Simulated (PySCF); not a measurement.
# Bonding in `C=N/N=C(\C)C(C)C`

C6H12N2.
Atom-mapped SMILES: `[CH2:1]=[N:2]/[N:3]=[C:4](\[CH3:5])[CH:6]([CH3:7])[CH3:8]` (hydrogens: H9, H10 on C1; H11, H12, H13 on C5; H14 on C6; H15, H16, H17 on C7; H18, H19, H20 on C8)

Geometry (GFN2-xTB, Å), atoms numbered from 1 in this order:
```
atom  x, y, z in Å
C1     3.4840    0.5579   -0.6198
N2     2.4097    0.1422   -1.1361
N3     1.2027    0.5030   -0.8669
C4     0.3081   -0.0500   -0.1632
C5     0.5690   -1.2292    0.7316
C6    -1.0820    0.5276   -0.2420
C7    -1.6377    0.8308    1.1497
C8    -2.0175   -0.4158   -1.0042
H9     4.4080    0.2545   -1.0825
H10    3.5361    1.2050    0.2543
H11    1.4830   -1.7340    0.4228
H12   -0.2575   -1.9342    0.6968
H13    0.6915   -0.8974    1.7627
H14   -1.0069    1.4625   -0.8061
H15   -1.7729   -0.0846    1.7207
H16   -0.9626    1.4857    1.6961
H17   -2.6024    1.3257    1.0650
H18   -2.9876    0.0559   -1.1436
H19   -1.6026   -0.6512   -1.9812
H20   -2.1674   -1.3438   -0.4570
```

Bond orders from the PBE0/pcSseg-1 density (PySCF). One conformer (not necessarily the lowest) at the GFN2-xTB geometry, without solvent, vibrations or thermal averaging.

Task: How far do the computed orders between heavy atoms stray from the drawn ones?

Result: The largest departure is 0.202, at N3–C4 (drawn double, 1.798). Drawn single, order above 1.12: N2–N3 (1.147).

Task: Set the Mayer orders of the bonds between heavy atoms beside their lengths.

Result: 
```csv
bond,drawn as,length (Å),Mayer order
C1–N2,double,1.262,1.818
N2–N3,single,1.288,1.147
N3–C4,double,1.265,1.798
C4–C5,single,1.503,1.021
C4–C6,single,1.507,0.987
C6–C7,single,1.529,1.025
C6–C8,single,1.532,1.018
```

Bonds between the same two heavy elements. C–N: lowest N3–C4 (1.798, 1.265 Å), highest C1–N2 (1.818, 1.262 Å). C–C: lowest C4–C6 (0.987, 1.507 Å), highest C6–C7 (1.025, 1.529 Å); in 2 of the 6 pairs the longer bond (by over 0.003 Å) has the higher order (by 0.02 or more).

Task: And the bonds to hydrogen?

Result: C–H: 0.94 to 0.97 (12 bonds).

Task: Sum the orders of all bonds at each heavy atom with more than one neighbour and set the sums beside the valence in the SMILES.

Result: C1 3.718 (drawn 4), N2 2.965 (drawn 3), N3 2.945 (drawn 3), C4 3.806 (drawn 4), C5 3.850 (drawn 4), C6 3.973 (drawn 4), C7 3.916 (drawn 4), C8 3.908 (drawn 4). Orders between atoms that aren't bonded are not in these sums.

For a closed shell the Mayer order of atoms A and B is Σ (PS)μν (PS)νμ over the basis functions μ on A and ν on B, with P the density and S the overlap matrix.
